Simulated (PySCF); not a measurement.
These are B3LYP-D3(BJ)/def2-TZVP // TPSS-D3(BJ)/def2-SVP run with PySCF 2.14.0 values and carry that method's errors. Isolated molecules, 0 K electronic values unless said otherwise. One relaxed conformer stands for a flexible species; it need not be the lowest. B3LYP has the VWN-RPA correlation part, as in Gaussian. 

Reference species: [Mo(OH)6] (neutral, multiplicity 1).

| Property | Result |
|---|---|
| LUMO | -3.88 eV |
| coordination number | 6 |

Changed species: [Mo(NH2)6] (6 of 6 OH replaced by NH2; the reference has 0 of 6 OH replaced by NH2).

### Question
Give the shifts of the LUMO and coordination number.

### Answer
the LUMO goes up by 1.96 eV, to -1.92 eV; the coordination number stays essentially unchanged.
